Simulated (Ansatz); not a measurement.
`[F][Ga]([F])[F]` + CH₃SH → `C[S][Ga]([F])[F]` + H–F at 500 K and 1 bar (ligand exchange at a Ga–F bond).

Isolated molecules relaxed with PBE0-D4/def2-TZVP in Ansatz; ΔE leaves out vibrations. CCSD(T)/CBS is the MP2 limit (def2-TZVPP, def2-QZVPP) plus CCSD(T) − MP2 in def2-TZVPP, frozen cores. This one scheme is used for every species. For Ga outer-core shells are correlated without core-valence functions, which leaves a few kJ/mol of doubt a bond. Scalar relativity is left out up to krypton. Each species was taken in one conformer, which may not be the lowest.

```json
{"species": "`[F][Ga]([F])[F]`", "CCSD(T)/CBS energy (Eh)": "-2223.43412", "H − E (kJ/mol)": "46.1", "S (J/(mol·K))": "329.3"}
{"species": "CH₃SH", "CCSD(T)/CBS energy (Eh)": "-438.22835", "H − E (kJ/mol)": "145.1", "S (J/(mol·K))": "283.7"}
{"species": "`C[S][Ga]([F])[F]`", "CCSD(T)/CBS energy (Eh)": "-2561.27813", "H − E (kJ/mol)": "159.3", "S (J/(mol·K))": "440.2"}
{"species": "H–F", "CCSD(T)/CBS energy (Eh)": "-100.39570", "H − E (kJ/mol)": "39.4", "S (J/(mol·K))": "188.7"}
```

H − E and S are ideal-gas, rigid-rotor, harmonic terms from PBE0-D4/def2-TZVP, for one conformer and one mirror image of each species. 1 Eh = 2625.50 kJ/mol, R = 8.31446 J/(mol·K).

Problem. By hand: ΔE, ΔH, ΔS and ΔG.

Solution. ΔE = (-2561.27813) + (-100.39570) − (-2223.43412) − (-438.22835) = -0.01136 Eh = -29.8 kJ/mol. Δ(H − E) = 159.3 + 39.4 − 46.1 − 145.1 = 7.5, so ΔH = -22.3 kJ/mol. ΔS = 440.2 + 188.7 − 329.3 − 283.7 = 15.9 J/(mol·K). ΔG = -22.3 − 500 × (15.9)/1000 = -30.2 kJ/mol.

Problem. By hand: the equilibrium constant, and the temperature at which ΔG would vanish if ΔH and ΔS stayed fixed.

Solution. log₁₀ K = −ΔG/(RT ln 10) = 3.2. ΔH and −TΔS have one sign here, so there is no such temperature.

TΔS isn't small against ΔH here. A doubt of 5 kJ/mol in ΔE shifts log₁₀ K by 0.5 here. Other conformers and mirror images would add mixing entropy, several J/(mol·K) or more a flexible species. Modes under 60 cm⁻¹, often nearly free rotors, make the harmonic entropy too high. These are equilibria of isolated gas molecules and say nothing of rates. Largest T1 diagnostic: 0.015 (customary marks: 0.02 for closed shells, 0.045 for open ones).
